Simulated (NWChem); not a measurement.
A series in which one site is exchanged, each optimised at PBE0/def2-SVP with NWChem, gas phase unless a solvent is named. For some, no frequency run checked for a minimum. def2 effective core potentials on Cd, Te; no spin-orbit coupling.

A: [CH3][Cd][Cl] (CH3CdCl; site = Cd)
B: [CH3][Mg][Cl] (CH3ClMg; site = Mg)
C: C[Te]Cl (CH$_{3}$ClTe; site = Te)
D: [CH3][Zn][Cl] (CH₃ClZn; site = Zn)

**Question.** Rank them by orbital gap (eV), PBE0/def2-SVP, lowest first.

**Answer.** C (3.88), B (6.62), A (7.44), D (7.95)
